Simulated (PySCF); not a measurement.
but-3-ene-1-selenol (C4H8Se), SMILES C(C=C)C[SeH].

Geometry: PBE-D3(BJ)/def2-SVP. Other conformers were not sampled.

Two levels are set side by side: PBE/def2-TZVP (PySCF) and ωB97X/def2-TZVP (PySCF). Same geometry, gas phase. Differences are taken from unrounded values.

```tsv
quantity	ωB97X	PBE	PBE minus ωB97X
orbital gap (eV)	10.66	4.09	-6.57
highest occupied level (eV)	-8.87	-5.38	3.49
lowest empty level (eV)	1.78	-1.29	-3.08
dipole moment (D)	1.30	1.25	-0.05
mean polarisability (bohr³)	76.8	80.0	3.2
```

PBE's occupied levels lie high since its potential decays too fast outside the molecule; exact exchange lowers them and widens the gap. Loosely held outer electrons make PBE densities more polarisable. Differences between two approximate levels are no errors against the true value.

Rough cost on one machine, each run with all the roots and properties that it gave: ωB97X against PBE within a factor of 2.
